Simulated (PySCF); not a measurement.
A structure optimised at PBE-D3(BJ)/def2-SVP, used in a PySCF frequency run:

```
C
H 1 1.1093
H 1 1.1120 2 108.73
H 1 1.1120 2 108.73 3 117.59
O 1 1.4277 2 107.58 4 121.20
Sb 5 1.9838 1 119.79 2 -180.00
F 6 1.9572 5 96.69 1 -46.88
F 6 1.9572 7 92.93 3 -81.72
```

Q: Write its SMILES, formula and point group.

A: C[O][Sb]([F])[F], CH₃F₂OSb, Cs

Q: What are its rotational constants (standard atomic weights)?

A: 3.5512, 2.2491, 2.1176 GHz
